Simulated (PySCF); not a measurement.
# From PBE0 to CCSD(T): MI along group 13

PBE0 and CCSD(T) in PySCF with def2-SVP on every atom (core potentials on In, I, Tl), for the lowest determinant that a PBE0 search found; no spin–orbit coupling.

```tsv
molecule	state (unpaired electrons)	PBE0 Re (Å)	PBE0 ωe (cm⁻¹)	PBE0 De (eV)	CCSD(T) Re (Å)	CCSD(T) ωe (cm⁻¹)	CCSD(T) De (eV)
AlI	singlet (closed shell)	2.551	319	3.92	?	?	?
GaI	singlet (closed shell)	2.590	220	3.80	2.590	223	3.50
InI	singlet (closed shell)	2.791	176	3.64	2.796	179	3.34
TlI	singlet (closed shell)	2.867	149	3.57	2.883	150	3.23
```

(1) Estimate the CCSD(T) values of AlI by adding the mean shift from PBE0 to CCSD(T) of the other rows, and compare with the calculation.

(2) What are the mean differences of PBE0 from CCSD(T) over the whole series?

In a basis of this size CCSD(T) is itself not converged; it tends to give bonds that are too long and too weak.

Correlated steps freeze the inner cores (8 to 13 orbitals); shallow outer-core shells are correlated. Correlated levels converge slowly with the basis: in double zeta they bind strong bonds too weakly, by up to about 1 eV, and carry superposition errors of some tenths. Spin–orbit coupling is left out, which matters for elements this heavy, above all for dissociation energies. Where the molecule has an RHF reference, its open-shell atoms are computed with UHF.

Answers

(1) The mean shifts are +0.7 pm, +2 cm⁻¹ and -0.31 eV, which give 2.558 Å, 321 cm⁻¹ and 3.61 eV. CCSD(T)/def2-SVP gives Re = 2.543 Å, ωe = 327 cm⁻¹, De = 3.68 eV.

(2) Re -0.3 pm, ωe -4 cm⁻¹, De +0.29 eV.
